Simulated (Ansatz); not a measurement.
Cartesian coordinates in Å:
```
F -1.4224 -0.6151 0.9046
C -0.3798 -0.0045 0.2501
S 1.1953 -0.7374 0.6383
Te -0.7811 -0.2483 -1.8712
H -0.4030 1.0545 0.5012
H 1.3177 -0.1989 1.8690
H 0.4732 0.7497 -2.2920
```

Charge 0, multiplicity 1. Te: def2 effective core potential.

(1) List the r2SCAN/def2-TZVPP orbital energies in eV (Ansatz). (Estimate.)

Results:

(1) The calculation gave: Occupied: -2409.65, -666.73, -276.91, -214.07, -169.09, -158.17, -158.06, -157.91, -118.30, -118.19, -117.93, -42.17, -42.13, -41.90, -41.81, -41.78, -32.30, -20.88, -17.60, -15.89, -13.48, -12.75, -11.97, -10.28, -9.25, -8.68, -7.91, -6.74, -5.75. Lowest empty: -1.97, -0.57, -0.25, 0.87, 1.28, 2.17, 3.85, 3.96.
